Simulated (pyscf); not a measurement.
Br⁻ + H₃C–CH₂–I → H₃C–CH₂–Br + I⁻ (substitution at C; singlet surface; C–I broken, Br–C formed). PySCF, gas phase, ωB97X-D3(BJ)/def2-SVPD geometries. Energies in kcal/mol from the separated reactants.

| level | barrier | reaction energy |
|---|---|---|
| r²SCAN/def2-TZVPD | … | -7.3 |
| B3LYP-D3(BJ)/def2-TZVPD | … | … |
| PBE0-D3(BJ)/def2-TZVPD | -2.6 | -7.3 |
| M06-2X/def2-TZVPD | -0.6 | -7.8 |
| ωB97M-D3(BJ)/def2-TZVPD | 1.7 | -7.1 |
| HF/def2-TZVPD | 5.4 | -9.8 |

**Question.** What belongs in the gaps?

**Answer.** 
- r²SCAN/def2-TZVPD, barrier: -5.2
- B3LYP-D3(BJ)/def2-TZVPD, barrier: -4.0
- B3LYP-D3(BJ)/def2-TZVPD, reaction energy: -6.2

On the reactant side the descent ends in a bound adduct, 11.0 kcal/mol under the separated species and 13.8 kcal/mol under the saddle at ωB97X-D3(BJ)/def2-TZVPD. On the product side the descent ends in a bound adduct, 9.4 kcal/mol under the separated species and 18.5 kcal/mol under the saddle at ωB97X-D3(BJ)/def2-TZVPD. At r²SCAN, B3LYP-D3(BJ), PBE0-D3(BJ), M06-2X the saddle lies under the separated reactants, which points to a path from their complex (located at ωB97X-D3(BJ) alone). One saddle was located; it need not be the lowest between these sides. The angle at the attacked C is 162°. Elements up to Kr have no core potential and no relativistic terms here. Elements past Kr carry the def2 core potentials, without spin-orbit coupling.
